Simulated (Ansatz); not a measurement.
Job for Ansatz (a program for electronic structure): R-PBE0/def2-TZVPP on TiSe, 2S+1 = 1, a spin state set in the input, which need not be the lowest.

Ansatz 0.2 input:
```yaml
crystal:
  periodic: [false, false, false]
  atoms:
    - {symbol: Ti, position_ang: [0.00000000, 0.00000000, 0.00000000]}
    - {symbol: Se, position_ang: [0.00000000, 0.00000000, 2.66000000]}
basis:
  gaussian:
    orbitals: def2-TZVPP
hamiltonian:
  xc: {name: PBE0}
relax: {f_tol: 0.002, max_steps: 120}
```

The log:

```
WARN ansatz: RAYON_NUM_THREADS=1 ignored (pool sized by the plan → 1); use --threads N
Functional definition: PBE0
integrals: 0.04 GiB planned
924 factors; their error is unknown
mean field: 0.40 GiB planned
mean field evaluation 1: about -88444.6585 eV, gradient 2.6e1 eV
mean field evaluation 2: about -88298.5086 eV, gradient 1.9e2 eV
mean field evaluation 4: about -88337.1039 eV, gradient 1.7e2 eV
mean field evaluation 8: about -88447.4941 eV, gradient 2.6e-1 eV
mean field evaluation 16: about -88448.1229 eV, gradient 3.4e-3 eV
mean field evaluation 32: about -88448.0875 eV, gradient 2.2e0 eV
mean field -88448.12287569 eV, -3250.4085633908 hartree, gradient 1.2e-5 eV, S^2 0.000000; 4 other end points of the search recorded, 0 dependent functions left out
the calculation of the forces begins
reference -88448.12289862 eV, -3250.4085642333 hartree; 28, 28 occupied and 84, 84 virtual orbitals, 924 factors
relax step   1: F+E_penalty+E_count = -88448.12287569 eV  Δ(F+E_penalty+E_count) = +0.000e0 eV  max|allowed force component| = 3.722e0 eV/Å  Δτ_max = 0.0000 Å  (198 SCF iters, accepted)
these checks for a lower state are left out or cut short: starts, cluster_reference, orbital_swaps, neighbouring_geometries, increment
integrals: 0.04 GiB planned
924 factors; their error is unknown
mean field: 0.40 GiB planned
mean field -88449.41450469 eV, -3250.4560298808 hartree, gradient 8.9e-6 eV, S^2 0.000000; 0 other end points of the search recorded, 0 dependent functions left out
the calculation of the forces begins
reference -88449.41452826 eV, -3250.4560307469 hartree; 28, 28 occupied and 84, 84 virtual orbitals, 924 factors
relax step   2: F+E_penalty+E_count = -88449.41450469 eV  Δ(F+E_penalty+E_count) = -1.292e0 eV  max|allowed force component| = 2.271e0 eV/Å  Δτ_max = 0.1950 Å  (111 SCF iters, accepted)
these checks for a lower state are left out or cut short: starts, cluster_reference, orbital_swaps, neighbouring_geometries, increment
integrals: 0.04 GiB planned
924 factors; their error is unknown
mean field: 0.41 GiB planned
mean field evaluation 64: about -88447.7949 eV, gradient 3.7e-1 eV
mean field -88448.33355014 eV, -3250.4163055337 hartree, gradient 1.9e-5 eV, S^2 0.000000; 0 other end points of the search recorded, 0 dependent functions left out
the calculation of the forces begins
reference -88448.33357372 eV, -3250.4163064006 hartree; 28, 28 occupied and 84, 84 virtual orbitals, 924 factors
relax step   3: F+E_penalty+E_count = -88448.33355014 eV  Δ(F+E_penalty+E_count) = +1.081e0 eV  max|allowed force component| = 1.130e1 eV/Å  Δτ_max = 0.1950 Å  (55 SCF iters, rejected (line search))
these checks for a lower state are left out or cut short: starts, cluster_reference, orbital_swaps, neighbouring_geometries, increment
integrals: 0.04 GiB planned
924 factors; their error is unknown
mean field: 0.41 GiB planned
mean field -88449.55208320 eV, -3250.4610857980 hartree, gradient 9.5e-6 eV, S^2 0.000000; 0 other end points of the search recorded, 0 dependent functions left out
the calculation of the forces begins
reference -88449.55210679 eV, -3250.4610866647 hartree; 28, 28 occupied and 84, 84 virtual orbitals, 924 factors
relax step   4: F+E_penalty+E_count = -88449.55208320 eV  Δ(F+E_penalty+E_count) = -1.376e-1 eV  max|allowed force component| = 9.418e-1 eV/Å  Δτ_max = 0.0413 Å  (75 SCF iters, accepted)
these checks for a lower state are left out or cut short: starts, cluster_reference, orbital_swaps, neighbouring_geometries, increment
integrals: 0.04 GiB planned
924 factors; their error is unknown
mean field: 0.41 GiB planned
mean field evaluation 96: about -88449.5717 eV, gradient 1.2e-5 eV
mean field -88449.57170374 eV, -3250.4618068394 hartree, gradient 1.2e-5 eV, S^2 0.000000; 0 other end points of the search recorded, 0 dependent functions left out
the calculation of the forces begins
reference -88449.57172732 eV, -3250.4618077059 hartree; 28, 28 occupied and 84, 84 virtual orbitals, 924 factors
relax step   5: F+E_penalty+E_count = -88449.57170374 eV  Δ(F+E_penalty+E_count) = -1.962e-2 eV  max|allowed force component| = 2.567e-1 eV/Å  Δτ_max = 0.0268 Å  (58 SCF iters, accepted)
these checks for a lower state are left out or cut short: starts, cluster_reference, orbital_swaps, neighbouring_geometries, increment
integrals: 0.04 GiB planned
924 factors; their error is unknown
mean field: 0.41 GiB planned
mean field -88449.57303958 eV, -3250.4618559306 hartree, gradient 2.8e-6 eV, S^2 0.000000; 0 other end points of the search recorded, 0 dependent functions left out
the calculation of the forces begins
reference -88449.57306316 eV, -3250.4618567971 hartree; 28, 28 occupied and 84, 84 virtual orbitals, 924 factors
relax step   6: F+E_penalty+E_count = -88449.57303958 eV  Δ(F+E_penalty+E_count) = -1.336e-3 eV  max|allowed force component| = 2.455e-3 eV/Å  Δτ_max = 0.0052 Å  (61 SCF iters, accepted)
these checks for a lower state are left out or cut short: starts, cluster_reference, orbital_swaps, neighbouring_geometries, increment
integrals: 0.04 GiB planned
924 factors; their error is unknown
mean field: 0.41 GiB planned
mean field -88449.57303963 eV, -3250.4618559324 hartree, gradient 4.1e-6 eV, S^2 0.000000; 0 other end points of the search recorded, 0 dependent functions left out
the calculation of the forces begins
reference -88449.57306321 eV, -3250.4618567990 hartree; 28, 28 occupied and 84, 84 virtual orbitals, 924 factors
relax step   7: F+E_penalty+E_count = -88449.57303963 eV  Δ(F+E_penalty+E_count) = -5.106e-8 eV  max|allowed force component| = 3.452e-4 eV/Å  Δτ_max = 0.0001 Å  (61 SCF iters, accepted)
integrals: 0.04 GiB planned
924 factors; their error is unknown
mean field: 0.41 GiB planned
mean field evaluation 128: about -88449.0312 eV, gradient 3.7e-1 eV
mean field evaluation 160: about -88449.5730 eV, gradient 1.3e-3 eV
mean field -88449.57303963 eV, -3250.4618559324 hartree, gradient 4.1e-6 eV, S^2 0.000000; 3 other end points of the search recorded, 0 dependent functions left out
the calculation of the forces begins
reference -88449.57306321 eV, -3250.4618567990 hartree; 28, 28 occupied and 84, 84 virtual orbitals, 924 factors
Total energy: -88449.57306321 eV, -3250.4618567990 hartree
Atom 0 at     0.000000     0.000000     0.257904 Å, force     0.000000     0.000000     0.000345 eV/Å
Atom 1 at    -0.000000    -0.000000     2.402096 Å, force    -0.000000    -0.000000    -0.000345 eV/Å
Dipole moment:    -0.000000    -0.000000    -0.861909 e Å
```

The run converged.

Cost: roughly 70 core-seconds.
